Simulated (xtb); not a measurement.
Species: C3H9In, SMILES `[CH3][In]([CH3])[CH3]` (charge 0, multiplicity 1).

Task: Give a relaxed geometry from GFN2-xTB (xtb 6.7.1).

Result: the end point of this relaxation (outside a Z-matrix the atoms follow the SMILES, hydrogens last).
Z-matrix (Å, degrees):
```
In
C 1 2.2432
H 2 1.0892 1 110.47
H 2 1.0897 3 109.12 1 -121.20
H 2 1.0899 3 108.81 4 -118.16
C 1 2.2435 2 119.85 3 14.55
H 6 1.0891 1 110.61 2 -175.63
H 6 1.0897 7 109.08 1 -120.99
H 6 1.0898 7 108.98 8 -118.21
C 1 2.2438 2 119.70 3 -165.35
H 10 1.0892 1 110.31 2 -27.41
H 10 1.0893 11 109.21 1 121.48
H 10 1.0901 11 108.63 12 118.28
```
